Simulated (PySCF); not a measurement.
## BeCl and its ions

UHF-CCSD(T); Be pcseg-2, Cl pcseg-2; no relativity (PySCF 2.14). Neutral (UHF): doublet (σ ↑), Re = 1.803 Å, ωe = 864 cm⁻¹, De = 3.76 eV.

BeCl⁺ (RHF): singlet (closed shell), Re = 1.721 Å, ωe = 1030 cm⁻¹, De = 4.35 eV to Be⁺ + Cl. The energies at the minima are -474.40484 hartree for BeCl and -474.08934 for BeCl⁺.

Q: Work out the adiabatic ionisation energy, without and with harmonic zero-point energies (1 hartree = 27.2114 eV, 1 eV = 8065.5 cm⁻¹), and the change of the bond length.

A: At CCSD(T): 0.31550 hartree = 8.585 eV between the minima; the zero-point term (1030.0 − 864.0)/2 cm⁻¹ = +0.010 eV makes it 8.595 eV. Re changes by -8.2 pm against the neutral. The electron leaves a σ orbital, and the shorter bond of the ion fits an antibonding orbital, or a change in how ionic the bond is.

Correlated steps freeze 5 core orbitals. For an ion De counts to the pair picked by the measured ionisation energies or electron affinities, which need not be the lowest pair at this level. Where the molecule has an RHF reference, its open-shell atoms are computed with UHF. States were picked by a PBE0 search and need not be the measured ground states.

Neutral and ion stand on different kinds of reference determinant, which adds to the error of the difference.
